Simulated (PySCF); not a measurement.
TeOCl4 (singlet). Method: PBE0 in PySCF with Te def2-SVP with ECP28, O def2-SVP, Cl def2-SVP; scalar-relativistic core potentials, no spin–orbit coupling; density-fitted integrals.

Harmonic bands of its minimum:

```json
{"ω (cm⁻¹)": "58", "IR (km/mol)": "0.0"}
{"ω (cm⁻¹)": "99", "IR (km/mol)": "0.8"}
{"ω (cm⁻¹)": "171", "IR (km/mol)": "6.1"}
{"ω (cm⁻¹)": "180", "IR (km/mol)": "0.0"}
{"ω (cm⁻¹)": "184", "IR (km/mol)": "6.9"}
{"ω (cm⁻¹)": "187", "IR (km/mol)": "20.4"}
{"ω (cm⁻¹)": "267", "IR (km/mol)": "35.1"}
{"ω (cm⁻¹)": "316", "IR (km/mol)": "2.9"}
{"ω (cm⁻¹)": "355", "IR (km/mol)": "13.6"}
{"ω (cm⁻¹)": "376", "IR (km/mol)": "72.3"}
{"ω (cm⁻¹)": "379", "IR (km/mol)": "122"}
{"ω (cm⁻¹)": "864", "IR (km/mol)": "30.8"}
```

Q: The central atom is Te. Infer the point group and assign the bands.

A: C2v. The modes span 5a1 + 3b1 + a2 + 3b2: 58 a1, 99 b1, 171 a1, 180 a2, 184 b2, 187 b1, 267 b2, 316 a1, 355 a1, 376 b1, 379 b2, 864 a1. The computed geometry has Te–Cl 2.355 Å (×2), Te–Cl 2.379 Å (×2), Te–O 1.801 Å; Cl–Te–Cl 86.7° (×4), Cl–Te–Cl 112.8°, Cl–Te–Cl 168.1°, Cl–Te–O 95.9° (×2), Cl–Te–O 123.6° (×2).

This need not be the most stable arrangement of these atoms.
